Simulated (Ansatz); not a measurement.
Mulliken charges of F2HOSn (`[O][SnH]([F])[F]`) radical from ωB97M-V/def2-TZVPP in Ansatz (PBE0-D4/def2-TZVP geometry).

```
atom   x (Å)   y (Å)   z (Å)  charge (e)
  O1  -0.379  -0.579   1.804      -0.380
 Sn2   0.125  -0.008  -0.011       1.330
  F3  -0.810   1.603  -0.368      -0.458
  F4  -0.674  -1.232  -1.220      -0.458
  H5   1.788   0.142  -0.247      -0.034
```

Q: By hand: the dipole of these point charges (1 e Å = 4.8032 D).

A: Σ q r = (0.929, 0.035, 0.036) e Å, of length 0.930 e Å = 4.47 D.

Q: How does the dipole of the full density compare? (An estimate is asked.)

A: Ansatz gave: (0.648, 0.023, 0.026) e Å, 3.12 D; the point charges give 1.43 times that, at 0° from its direction.

Point charges leave out the atoms' own dipoles, such as those of lone pairs, and Mulliken's split depends on the basis, so the two needn't agree.
